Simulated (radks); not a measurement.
The numbers below are computed, except where a source is named.
Spin polarisation of the 4d4 shell in neutral niobium. Start: [Kr] 4d(up 2, down 2) 5s(up 0.5, down 0.5); electrons of 4d are moved from spin down to spin up, other shells keep equal spins. Level of theory: non-relativistic Kohn-Sham, BLYP, spin-polarised, spherical densities, point nucleus (a radial shooting solver on a logarithmic mesh with Libxc functionals).

moment (Bohr magnetons),E - E(0) (eV),e(4d up) (eV),e(4d down) (eV),5s down minus up (eV),4p down minus up (eV),4s down minus up (eV)
0,0.000,-3.115,-3.115,0.000,0.000,0.000
1,-0.126,-3.343,-2.840,0.216,0.539,0.498
2,-0.500,-3.515,-2.527,0.423,1.068,0.988
3,-1.109,-3.621,-2.181,0.616,1.574,1.459
4,-1.932,-3.650,-1.803,0.794,2.049,1.903

At moment 4 the spin-polarisation energy is -1.932 eV and the 4d exchange splitting 1.847 eV, that is 0.462 eV per Bohr magneton; E = -I m^2/4 would give I = 0.483 eV.
